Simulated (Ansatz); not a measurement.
Ansatz (a first-principles code) input file for C₄H₈BN, SMILES N1CC(B1C)=C, PBE-D3(BJ)/def2-SVP. 

Ansatz 0.2 input:
```yaml
crystal:
  periodic: [false, false, false]
  atoms:
    - {symbol: C, position_ang: [-1.41218849, 1.61924409, 0.00000000]}
    - {symbol: C, position_ang: [-0.37352689, 0.78249042, -0.00000000]}
    - {symbol: C, position_ang: [1.13896157, 1.05107168, -0.00000001]}
    - {symbol: N, position_ang: [1.36789840, -0.40401157, 0.00000000]}
    - {symbol: B, position_ang: [0.00142931, -0.76228545, 0.00000000]}
    - {symbol: C, position_ang: [-0.73872623, -2.14176703, -0.00000000]}
    - {symbol: H, position_ang: [-2.44079498, 1.24346942, -0.00000000]}
    - {symbol: H, position_ang: [-1.28981837, 2.70927529, -0.00000000]}
    - {symbol: H, position_ang: [1.52129508, 1.57077050, -0.89847783]}
    - {symbol: H, position_ang: [1.52129508, 1.57077050, 0.89847784]}
    - {symbol: H, position_ang: [2.26955736, -0.86535930, 0.00000001]}
    - {symbol: H, position_ang: [-1.39747102, -2.22450218, -0.88217749]}
    - {symbol: H, position_ang: [-0.05614726, -3.00664880, 0.00000000]}
    - {symbol: H, position_ang: [-1.39747103, -2.22450218, 0.88217748]}
basis:
  gaussian:
    orbitals: def2-SVP
hamiltonian:
  xc: pbe
  dispersion: d3bj
relax: {f_tol: 0.002, max_steps: 200}
```

It prints:

```
WARN ansatz: RAYON_NUM_THREADS=1 ignored (pool sized by the plan → 1); use --threads N
Functional definition: PBE
integrals: 0.07 GiB planned
1422 factors; their error is unknown
mean field: 0.39 GiB planned
mean field evaluation 1: about -6416.2881 eV, gradient 7.7e1 eV
mean field evaluation 2: about -6395.4263 eV, gradient 1.2e2 eV
mean field evaluation 4: about -6431.1353 eV, gradient 9.2e0 eV
mean field evaluation 8: about -6431.3570 eV, gradient 2.3e-1 eV
mean field evaluation 16: about -6431.2865 eV, gradient 6.7e-4 eV
mean field -6431.28654668 eV, -236.3454213078 hartree, gradient 3.2e-5 eV, S^2 0.000000; 0 other end points of the search recorded, 0 dependent functions left out
the calculation of the forces begins
reference -6431.28658427 eV, -236.3454226894 hartree; 22, 22 occupied and 102, 102 virtual orbitals, 1422 factors
relax step   1: F+E_penalty+E_count = -6431.57199738 eV  Δ(F+E_penalty+E_count) = +0.000e0 eV  max|allowed force component| = 3.420e-1 eV/Å  Δτ_max = 0.0000 Å  (32 SCF iters, accepted)
these checks for a lower state are left out or cut short: starts, cluster_reference, orbital_swaps, neighbouring_geometries, increment
integrals: 0.07 GiB planned
1422 factors; their error is unknown
mean field: 0.39 GiB planned
mean field -6431.29887630 eV, -236.3458744131 hartree, gradient 1.2e-5 eV, S^2 0.000000; 0 other end points of the search recorded, 0 dependent functions left out
the calculation of the forces begins
reference -6431.29891399 eV, -236.3458757983 hartree; 22, 22 occupied and 102, 102 virtual orbitals, 1422 factors
relax step   2: F+E_penalty+E_count = -6431.58346963 eV  Δ(F+E_penalty+E_count) = -1.147e-2 eV  max|allowed force component| = 1.267e-1 eV/Å  Δτ_max = 0.0124 Å  (34 SCF iters, accepted)
these checks for a lower state are left out or cut short: starts, cluster_reference, orbital_swaps, neighbouring_geometries, increment
integrals: 0.07 GiB planned
1422 factors; their error is unknown
mean field: 0.39 GiB planned
mean field evaluation 32: about -6431.3000 eV, gradient 3.5e-1 eV
mean field -6431.30028084 eV, -236.3459260289 hartree, gradient 1.2e-5 eV, S^2 0.000000; 0 other end points of the search recorded, 0 dependent functions left out
the calculation of the forces begins
reference -6431.30031857 eV, -236.3459274155 hartree; 22, 22 occupied and 102, 102 virtual orbitals, 1422 factors
relax step   3: F+E_penalty+E_count = -6431.58452598 eV  Δ(F+E_penalty+E_count) = -1.056e-3 eV  max|allowed force component| = 1.684e-2 eV/Å  Δτ_max = 0.0052 Å  (35 SCF iters, accepted)
these checks for a lower state are left out or cut short: starts, cluster_reference, orbital_swaps, neighbouring_geometries, increment
integrals: 0.07 GiB planned
1422 factors; their error is unknown
mean field: 0.39 GiB planned
mean field -6431.30030021 eV, -236.3459267407 hartree, gradient 2.2e-5 eV, S^2 0.000000; 0 other end points of the search recorded, 0 dependent functions left out
the calculation of the forces begins
reference -6431.30033794 eV, -236.3459281273 hartree; 22, 22 occupied and 102, 102 virtual orbitals, 1422 factors
relax step   4: F+E_penalty+E_count = -6431.58453649 eV  Δ(F+E_penalty+E_count) = -1.051e-5 eV  max|allowed force component| = 4.490e-3 eV/Å  Δτ_max = 0.0007 Å  (23 SCF iters, accepted)
these checks for a lower state are left out or cut short: starts, cluster_reference, orbital_swaps, neighbouring_geometries, increment
integrals: 0.07 GiB planned
1422 factors; their error is unknown
mean field: 0.39 GiB planned
mean field -6431.30030426 eV, -236.3459268897 hartree, gradient 1.3e-5 eV, S^2 0.000000; 0 other end points of the search recorded, 0 dependent functions left out
the calculation of the forces begins
reference -6431.30034200 eV, -236.3459282764 hartree; 22, 22 occupied and 102, 102 virtual orbitals, 1422 factors
relax step   5: F+E_penalty+E_count = -6431.58453985 eV  Δ(F+E_penalty+E_count) = -3.366e-6 eV  max|allowed force component| = 2.007e-3 eV/Å  Δτ_max = 0.0007 Å  (23 SCF iters, accepted)
these checks for a lower state are left out or cut short: starts, cluster_reference, orbital_swaps, neighbouring_geometries, increment
integrals: 0.07 GiB planned
1422 factors; their error is unknown
mean field: 0.39 GiB planned
mean field -6431.30030578 eV, -236.3459269454 hartree, gradient 1.8e-5 eV, S^2 0.000000; 0 other end points of the search recorded, 0 dependent functions left out
the calculation of the forces begins
reference -6431.30034351 eV, -236.3459283321 hartree; 22, 22 occupied and 102, 102 virtual orbitals, 1422 factors
relax step   6: F+E_penalty+E_count = -6431.58454000 eV  Δ(F+E_penalty+E_count) = -1.412e-7 eV  max|allowed force component| = 8.293e-4 eV/Å  Δτ_max = 0.0002 Å  (20 SCF iters, accepted)
integrals: 0.07 GiB planned
1422 factors; their error is unknown
mean field: 0.39 GiB planned
mean field evaluation 64: about -6431.3657 eV, gradient 9.7e-1 eV
mean field -6431.30030578 eV, -236.3459269454 hartree, gradient 3.9e-5 eV, S^2 0.000000; 1 other end points of the search recorded, 0 dependent functions left out
the calculation of the forces begins
reference -6431.30034351 eV, -236.3459283321 hartree; 22, 22 occupied and 102, 102 virtual orbitals, 1422 factors
Total energy: -6431.58457773 eV, -236.3563737469 hartree
Atom 0 at    -1.416042     1.628949    -0.000000 Å, force     0.000829     0.000665     0.000000 eV/Å
Atom 1 at    -0.373121     0.783128    -0.000000 Å, force     0.000750    -0.000229    -0.000000 eV/Å
Atom 2 at     1.140774     1.051550    -0.000000 Å, force    -0.000722     0.000135     0.000000 eV/Å
Atom 3 at     1.371621    -0.404423    -0.000000 Å, force    -0.000281    -0.000496     0.000000 eV/Å
Atom 4 at    -0.003123    -0.765331    -0.000000 Å, force     0.000305    -0.000423    -0.000000 eV/Å
Atom 5 at    -0.739223    -2.150397    -0.000000 Å, force    -0.000051     0.000125     0.000000 eV/Å
Atom 6 at    -2.452827     1.252692     0.000000 Å, force     0.000072    -0.000234    -0.000000 eV/Å
Atom 7 at    -1.289719     2.726584     0.000000 Å, force    -0.000384     0.000173     0.000000 eV/Å
Atom 8 at     1.526209     1.577408    -0.904368 Å, force    -0.000215     0.000158     0.000121 eV/Å
Atom 9 at     1.526209     1.577408     0.904368 Å, force    -0.000215     0.000158    -0.000121 eV/Å
Atom 10 at     2.282208    -0.865814     0.000000 Å, force    -0.000064     0.000104    -0.000000 eV/Å
Atom 11 at    -1.403609    -2.236876    -0.886374 Å, force    -0.000004    -0.000020    -0.000037 eV/Å
Atom 12 at    -0.051456    -3.019985     0.000000 Å, force    -0.000017    -0.000096    -0.000000 eV/Å
Atom 13 at    -1.403609    -2.236876     0.886374 Å, force    -0.000004    -0.000020     0.000037 eV/Å
Dipole moment:     0.279737    -0.018098    -0.000000 e Å
```

The calculation finished and met its thresholds.

Cost: about 30 core-seconds (a rough figure).
